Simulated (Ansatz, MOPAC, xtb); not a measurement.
Spectroscopic constants of WH+, multiplicity 5 (lowest of 2S+1 = 1, 3, 5, 7, 9 at CCSD(T)/def2-TZVPP on PBE0 minima; our sources give no spin for the ground state, which may be another). No spin–orbit coupling.

The constants come from a fifth-degree fit in 1/R (seven points, main isotopes). In def2 and cc sets the state is the lowest found near the PBE0 minimum, followed along R.

Correlated levels freeze the inner cores; with def2 sets outer-core shells near the valence are correlated too. CBS: X⁻³ extrapolation of the correlation energy, Hartree–Fock from the larger set. The state that PM6 reach isn't checked.

Programs: Ansatz (a quantum-chemistry and plane-wave program); MOPAC for PM6 (differences of heats of formation); xtb for the GFN methods. Values without a source in brackets are computed. In def2 rows elements past Kr take small-core potentials, without spin–orbit coupling. The GFN methods have no spin term and hold the electronic entropy of 300 K.

```csv
level,r_e (Å),ω_e (cm⁻¹),ω_e x_e (cm⁻¹)
PM6,1.644,2508,22
GFN2-xTB,1.754,1449,16
PBE/def2-TZVPP,1.696,1973,32
r2SCAN/def2-TZVPP,1.685,___,32
wB97M-V/def2-TZVPP,1.687,2042,30
CCSD(T)/def2-TZVPP,1.695,2006,29
CCSD(T)/def2-QZVPP,1.693,2012,28
"CCSD(T)/CBS(def2-TZVPP, def2-QZVPP)",___,___,28
```

Task: What belongs in the gaps?

Result: 
- CCSD(T)/CBS(def2-TZVPP, def2-QZVPP), r_e (Å): 1.691
- CCSD(T)/CBS(def2-TZVPP, def2-QZVPP), ω_e (cm⁻¹): 2014
- r2SCAN/def2-TZVPP, ω_e (cm⁻¹): 1982
